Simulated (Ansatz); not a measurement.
Basis sets compared for Al6Ga. The state is a doublet with charge 0. Geometry PBE0-D4/def2-SVP. Ansatz on 4 threads of Arm Neoverse V1 on a shared host; times are rough, and most runs start from earlier orbitals.

```csv
atom,x (Å),y (Å),z (Å)
Ga1,0.753,1.413,1.296
Al2,-0.175,-1.254,1.718
Al3,-1.843,0.592,0.961
Al4,0.885,-0.406,-2.374
Al5,-0.361,1.465,-0.985
Al6,1.732,-0.598,0.112
Al7,-0.992,-1.212,-0.727
```

The structure comes from a short search, and lower isomers may exist.

Binding counts from free atoms (Ga doublet, Al doublet) in the same basis, without a counterpoise term.

```json
{"level": "PBE-D4/def2-SVP", "functions": "140", "energy (Eh)": "-3377.7043", "HOMO (eV)": "-4.41", "LUMO (eV)": "-3.70", "binding per atom (eV)": "2.28", "wall time": "6 s"}
{"level": "PBE-D4/def2-TZVP", "functions": "270", "energy (Eh)": "-3378.4696", "HOMO (eV)": "-4.29", "LUMO (eV)": "-3.57", "binding per atom (eV)": "2.29", "wall time": "13 s"}
{"level": "PBE0-D4/def2-SVP", "functions": "140", "energy (Eh)": "-3377.8528", "HOMO (eV)": "-5.14", "LUMO (eV)": "-3.22", "binding per atom (eV)": "2.18", "wall time": "9.5 s"}
{"level": "PBE0-D4/def2-TZVP (with forces)", "functions": "270", "energy (Eh)": "-3378.6109", "HOMO (eV)": "-5.01", "LUMO (eV)": "-3.06", "binding per atom (eV)": "2.20", "wall time": "50 s"}
```

(1) Estimate the rows for PBE-D4/def2-TZVPD, PBE0-D4/def2-TZVPD.

Answers

(1) 
```json
{"level": "PBE-D4/def2-TZVPD", "functions": "312", "energy (Eh)": "-3378.4706", "HOMO (eV)": "-4.28", "LUMO (eV)": "-3.56", "binding per atom (eV)": "2.29", "wall time": "23 s"}
{"level": "PBE0-D4/def2-TZVPD", "functions": "312", "energy (Eh)": "-3378.6122", "HOMO (eV)": "-5.00", "LUMO (eV)": "-3.05", "binding per atom (eV)": "2.20", "wall time": "37 s"}
```
